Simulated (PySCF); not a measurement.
Method used: core-valence-separated Tamm–Dancoff BHandHLYP/aug-pcX-1 (pcseg-1 on H, def2-SVPD on Si) in PySCF, non-relativistic, gas phase, PBE0-D3(BJ)/def2-SVP geometry. Absolute energies from this functional tend to lie a few eV below measured edges; no shift was applied.

Main lines of an unknown, eV (oscillator strength): C K: 285.2 (0.020), 285.9 (0.023), 286.0 (0.042), 286.0 (0.030), 286.3 (0.024); N K: 398.9 (0.008), 399.1 (0.015), 399.9 (0.032), 400.1 (0.012), 400.3 (0.022). Listed: the first five lines at most of each edge with a tenth or more of its strongest line's intensity; roots within 0.03 eV on the same or equivalent atoms are summed. Only the lowest roots were sought, and the top ones are left out.

Problem. Which candidate gives them?
A. `CC(C)N[SiH2]N`
B. `CCCN[SiH2]N`

Solution. A. 

- `CC(C)N[SiH2]N`: C K: 285.2 (0.020), 285.9 (0.023), 286.0 (0.042), 286.0 (0.030), 286.3 (0.024); N K: 398.9 (0.008), 399.1 (0.015), 399.9 (0.032), 400.1 (0.012), 400.3 (0.022). First C line listed at 285.2 eV, hole on the methyl carbon; first N line listed at 398.9 eV, hole on the silicon-bound nitrogen.
- `CCCN[SiH2]N`: C K: 285.3 (0.008), 285.4 (0.016), 286.0 (0.016), 286.0 (0.028), 286.0 (0.034); N K: 398.9 (0.008), 399.2 (0.016), 399.9 (0.032), 400.0 (0.013), 400.4 (0.021). First C line listed at 285.3 eV, hole on the methyl carbon; first N line listed at 398.9 eV, hole on the silicon-bound nitrogen.

One conformer each; other structures than these candidates weren't tested.

Conformer computed: `[CH3:1][CH:2]([CH3:3])[NH:4][SiH2:5][NH2:6]`: C1–C2–N4–Si5 70°, C2–N4–Si5–N6 -156°, H–N6–Si5–N4 -154°, H–N6–Si5–N4 60°.
